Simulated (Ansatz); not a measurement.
Ansatz (a quantum-chemistry and plane-wave program) input (B3LYP/6-31G* with LANL2DZ past Ar): The .json file joins the Basis Set Exchange's 6-31G* for atoms up to Ar and LANL2DZ past it.

Ansatz 0.2 input:
```yaml
crystal:
  periodic: [false, false, false]
  atoms:
    - {symbol: Si, position_ang: [-1.71605935, -0.16426501, 0.11213644]}
    - {symbol: As, position_ang: [0.77497313, 0.07429075, -0.05062150]}
    - {symbol: H, position_ang: [-1.90455372, 1.07396271, -0.78733721]}
    - {symbol: H, position_ang: [-1.72429042, 0.68390134, 1.39990077]}
    - {symbol: H, position_ang: [0.95139032, -0.76361090, -1.32847615]}
    - {symbol: H, position_ang: [1.12817154, -1.14613761, 0.81651183]}
basis:
  gaussian:
    orbitals: 6-31Gs+LANL2DZ.json
hamiltonian:
  xc: {name: B3LYP}
total_charge: -1
relax: {f_tol: 0.003, max_steps: 120}
```

From the last part of the output:

```
the calculation of the forces begins
reference -8109.39634569 eV, -298.0148189580 hartree; 12, 12 occupied and 23, 23 virtual orbitals, 452 factors
relax step   2: F+E_penalty+E_count = -8109.39612297 eV  Δ(F+E_penalty+E_count) = -4.465e-3 eV  max|allowed force component| = 2.870e-1 eV/Å  Δτ_max = 0.0764 Å  (25 SCF iters, accepted)
these checks for a lower state are left out or cut short: starts, cluster_reference, orbital_swaps, neighbouring_geometries, increment
integrals: 0.01 GiB planned
452 factors; integrals over basis functions are off by at most 4.3e-4 eV
mean field: 0.09 GiB planned
mean field -8109.40642050 eV, -298.0151892003 hartree, gradient 7.6e-6 eV, S^2 0.000000; 0 other end points of the search recorded, 0 dependent functions left out
the calculation of the forces begins
reference -8109.40664405 eV, -298.0151974155 hartree; 12, 12 occupied and 23, 23 virtual orbitals, 452 factors
relax step   3: F+E_penalty+E_count = -8109.40642050 eV  Δ(F+E_penalty+E_count) = -1.030e-2 eV  max|allowed force component| = 8.924e-2 eV/Å  Δτ_max = 0.0349 Å  (25 SCF iters, accepted)
these checks for a lower state are left out or cut short: starts, cluster_reference, orbital_swaps, neighbouring_geometries, increment
integrals: 0.01 GiB planned
452 factors; integrals over basis functions are off by at most 4.3e-4 eV
mean field: 0.09 GiB planned
mean field evaluation 32: about -8109.4070 eV, gradient 1.9e-4 eV
mean field -8109.40697618 eV, -298.0152096210 hartree, gradient 1.4e-5 eV, S^2 0.000000; 0 other end points of the search recorded, 0 dependent functions left out
the calculation of the forces begins
reference -8109.40719998 eV, -298.0152178458 hartree; 12, 12 occupied and 23, 23 virtual orbitals, 452 factors
relax step   4: F+E_penalty+E_count = -8109.40697618 eV  Δ(F+E_penalty+E_count) = -5.557e-4 eV  max|allowed force component| = 4.181e-2 eV/Å  Δτ_max = 0.0041 Å  (20 SCF iters, accepted)
these checks for a lower state are left out or cut short: starts, cluster_reference, orbital_swaps, neighbouring_geometries, increment
integrals: 0.01 GiB planned
452 factors; integrals over basis functions are off by at most 4.3e-4 eV
mean field: 0.09 GiB planned
mean field -8109.40708600 eV, -298.0152136571 hartree, gradient 6.6e-5 eV, S^2 0.000000; 0 other end points of the search recorded, 0 dependent functions left out
the calculation of the forces begins
reference -8109.40730991 eV, -298.0152218854 hartree; 12, 12 occupied and 23, 23 virtual orbitals, 452 factors
relax step   5: F+E_penalty+E_count = -8109.40708600 eV  Δ(F+E_penalty+E_count) = -1.098e-4 eV  max|allowed force component| = 1.214e-2 eV/Å  Δτ_max = 0.0035 Å  (18 SCF iters, accepted)
these checks for a lower state are left out or cut short: starts, cluster_reference, orbital_swaps, neighbouring_geometries, increment
integrals: 0.01 GiB planned
452 factors; integrals over basis functions are off by at most 4.3e-4 eV
mean field: 0.09 GiB planned
mean field -8109.40711940 eV, -298.0152148843 hartree, gradient 5.7e-6 eV, S^2 0.000000; 0 other end points of the search recorded, 0 dependent functions left out
the calculation of the forces begins
reference -8109.40734324 eV, -298.0152231104 hartree; 12, 12 occupied and 23, 23 virtual orbitals, 452 factors
relax step   6: F+E_penalty+E_count = -8109.40711940 eV  Δ(F+E_penalty+E_count) = -3.339e-5 eV  max|allowed force component| = 1.410e-3 eV/Å  Δτ_max = 0.0027 Å  (20 SCF iters, accepted)
integrals: 0.01 GiB planned
452 factors; integrals over basis functions are off by at most 4.3e-4 eV
mean field: 0.09 GiB planned
mean field -8109.40711940 eV, -298.0152148843 hartree, gradient 5.7e-6 eV, S^2 0.000000; 1 other end points of the search recorded, 0 dependent functions left out
the calculation of the forces begins
reference -8109.40734324 eV, -298.0152231104 hartree; 12, 12 occupied and 23, 23 virtual orbitals, 452 factors
Total energy: -8109.40734324 eV, -298.0152231104 hartree
Atom 0 at    -1.750219    -0.158241     0.116026 Å, force    -0.000069    -0.001410    -0.000246 eV/Å
Atom 1 at     0.787297     0.065712    -0.053167 Å, force    -0.001171    -0.000621    -0.000014 eV/Å
Atom 2 at    -1.929549     1.089528    -0.782608 Å, force     0.000142     0.000961    -0.000836 eV/Å
Atom 3 at    -1.749269     0.699430     1.404835 Å, force     0.000300     0.000619     0.001082 eV/Å
Atom 4 at     0.985854    -0.774762    -1.351464 Å, force     0.000414     0.000193     0.000189 eV/Å
Atom 5 at     1.165517    -1.163525     0.828492 Å, force     0.000384     0.000258    -0.000175 eV/Å
Dipole moment:     0.853654     0.077979    -0.056448 e Å
```

The dipole moment of an ion depends on the origin.
